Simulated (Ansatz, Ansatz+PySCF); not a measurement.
```yaml
atoms:
  - { symbol: H, position_ang: [0.0000, 0.0000, -0.3804] }
  - { symbol: H, position_ang: [0.0000, 0.0000, 0.3804] }
  - { symbol: H, position_ang: [29.9392, -0.3691, -0.0693] }
  - { symbol: H, position_ang: [30.0608, 0.3691, 0.0693] }
```

Basis set: cc-pVDZ (spherical functions). All electrons are correlated. Charge 0, multiplicity 1.

Computed with Ansatz (development build ahead of 0.2.0); each method stands on the lowest determinant of its kind that the runs found. Restricted open shells among the atoms or ions are ROHF, correlated in semicanonical orbitals with singles. Restricted functionals stand beside restricted open-shell atoms, which can lie above the unrestricted atoms usual in DFT and then raise those values.

Problem. Give the atomization energy at this shape (free ground-state atoms in the same class of orbitals less the molecule, no zero-point energy) of singlet H4 in separate pieces by ωB97X (restricted), r²SCAN (unrestricted), RHF-CCSD(T), PBE0 (unrestricted), PBE (unrestricted), RHF-MP2, RHF.

Solution.

| method | atomization energy |
| --- | --- |
| ωB97X (restricted) | 207.82 kcal/mol |
| r²SCAN (unrestricted) | 210.45 kcal/mol |
| RHF-CCSD(T) | 207.22 kcal/mol |
| PBE0 (unrestricted) | 204.62 kcal/mol |
| PBE (unrestricted) | 204.71 kcal/mol |
| RHF-MP2 | 196.58 kcal/mol |
| RHF | 163.24 kcal/mol |
